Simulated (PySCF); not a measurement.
# C3H9ClOSi

The system: C3H9ClOSi, a small molecule; neutral, singlet. The structure, one conformer, was relaxed in the gas phase by PBE0-D3(BJ)/def2-SVP. No frequency run checks that it is a minimum.

SMILES: CC(O)(Cl)C[SiH3]

```
atom   x (Å)   y (Å)   z (Å)
  C1  -0.062  -0.522  -0.464
  C2  -1.311  -1.076  -1.122
  C3  -0.263   0.818   0.219
 Si4   1.187   1.359   1.321
  O5   0.468  -1.388   0.465
 Cl6   1.170  -0.277  -1.831
  H7  -2.067  -1.270  -0.345
  H8  -1.719  -0.365  -1.853
  H9  -1.088  -2.017  -1.648
 H10  -0.467   1.590  -0.537
 H11  -1.158   0.748   0.861
 H12   1.196   0.603   2.607
 H13   0.983   2.808   1.641
 H14   2.498   1.200   0.631
 H15   0.608  -2.249   0.051
```

Shieldings: GIAO PBE0/pcSseg-1. Shifts are against computed references at the same level: C TMS (σ 184.4 ppm), H TMS (σ 31.27 ppm), Si TMS (σ 352.0 ppm). Core levels by delta-SCF with SCAN, pcX-2 on the ionised atom and pcseg-1 elsewhere, spin-free X2C (2p3/2 is the spin-free 2p value less a third of a first-order spin-orbit splitting); from the vacuum level, for chosen atoms.

Problem. Give the shieldings and core levels atom by atom.

Solution. 
| atoms | bonded to | σ (ppm) | δ (ppm) | core level (eV) |
| --- | --- | --- | --- | --- |
| C1 | 2 C + 1 Cl + 1 O | 77.6 | 106.8 | 1s 293.91 |
| C2 | 1 C + 3 H | 143.9 | 40.5 | 1s 291.19 |
| C3 | 1 C + 1 Si + 2 H | 155.6 | 28.8 | 1s 290.54 |
| Si4 | 1 C + 3 H | 423.0 | -71.0 | - |
| O5 | 1 C + 1 H | 192.7 | - | 1s 539.44 |
| Cl6 | 1 C | 599.6 | - | 2p3/2 205.28 |
| H7 H8 H9 | 1 C | 29.42 | 1.85 | - |
| H10 | 1 C | 29.77 | 1.50 | - |
| H11 | 1 C | 29.85 | 1.42 | - |
| H12 H13 H14 | 1 Si | 27.21 | 4.06 | - |
| H15 | 1 O | 29.40 | 1.86 | - |

Values are those of this one static structure, with the three H of a rotating XH3 group averaged; atoms that internal rotation interchanges would show their mean in an NMR spectrum.

Problem. Which of C1, C2, C3 holds its core electrons tightest, and by how much against the loosest?

Solution. C1 (bonded to 2 C + 1 Cl + 1 O), by 3.36 eV over C3 (bonded to 1 C + 1 Si + 2 H).

Problem. By CAM-B3LYP/def2-SVPD (TDDFT singlets, Tamm-Dancoff triplets, ionisation by delta-SCF), where does absorption start, and what does vertical ionisation take?

Solution. The lowest singlet lies at 7.01 eV (f 0.002), the strongest of the first 6 at 8.17 eV (f 0.086), the lowest triplet at 6.38 eV; vertical ionisation takes 10.71 eV.

The 3 runs behind this took 5.3 min in all, one thread each of Arm Neoverse V2 on a shared host, launched as `OMP_NUM_THREADS=1 python cluster_run.py task.json out`.
